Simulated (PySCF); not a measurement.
From orbital energies to excitation energies

Compound: CH10Si3.
SMILES with atom numbers: `[SiH3:1][CH2:2][SiH2:3][SiH3:4]` (hydrogens: H5, H6, H7 on Si1; H8, H9 on C2; H10, H11 on Si3; H12, H13, H14 on Si4)

Geometry (PBE0-D3(BJ)/def2-SVP, Å), atoms numbered from 1 in this order:
```
atom  x, y, z in Å
Si1   -1.8639    0.2759    0.6774
C2    -1.1818   -0.1212   -1.0308
Si3    0.5246   -0.9309   -1.0390
Si4    2.0868    0.3433    0.1684
H5    -3.2501    0.8295    0.5900
H6    -1.8928   -0.9538    1.5278
H7    -0.9903    1.2885    1.3480
H8    -1.1254    0.8156   -1.6117
H9    -1.8880   -0.7843   -1.5594
H10    0.4431   -2.2933   -0.4224
H11    1.0150   -1.0937   -2.4451
H12    3.4709   -0.1668   -0.0812
H13    1.8130    0.2730    1.6373
H14    2.0239    1.7774   -0.2567
```

Level of theory: TDDFT PBE0/def2-SVPD, vertical, gas phase, core orbitals frozen in the response in PySCF.

Orbital energies (eV): HOMO-3 -9.46, HOMO-2 -9.17, HOMO-1 -8.81, HOMO -8.10, LUMO -0.14, LUMO+1 0.28, LUMO+2 0.42.

Computed singlets:

```
state  E (eV)      f
   S1    6.82  0.020
   S2    7.20  0.021
   S3    7.40  0.032
   S4    7.51  0.022
   S5    7.71  0.225
   S6    7.81  0.035
```

**Question.** Which orbital pair leads each of S1, S2, S3 and S4, and how does its energy difference Δε compare with the excitation energy?

**Answer.** 

```csv
state,leading configuration,weight,Δε (eV),E (eV),E − Δε (eV),f,other configurations
S1,HOMO→LUMO,0.95,7.96,6.82,-1.14,0.020,–
S2,HOMO→LUMO+1,0.92,8.38,7.20,-1.18,0.021,–
S3,HOMO→LUMO+2,0.85,8.51,7.40,-1.11,0.032,–
S4,HOMO-1→LUMO,0.93,8.68,7.51,-1.16,0.022,–
```

E − Δε runs from -1.18 to -1.11 eV. Among themselves, these states come in the order of their orbital differences.

H and L stand for HOMO and LUMO. The other states: S5 7.71 eV, f 0.225, H→L+3 (76%); S6 7.81 eV, f 0.035, H-2→L (57%), H→L+4 (26%).

Summed over the main configurations (up to three a state, each over 8%) of all 6 singlets, the electron leaves HOMO with weight 3.74, HOMO-1 with weight 0.93 and HOMO-2 with weight 0.57.

Hardware: Arm Neoverse V1, one thread, no GPU (shared host). Cost: 22 s wall, 0.80 GiB resident at most.

One conformer stands for the species.
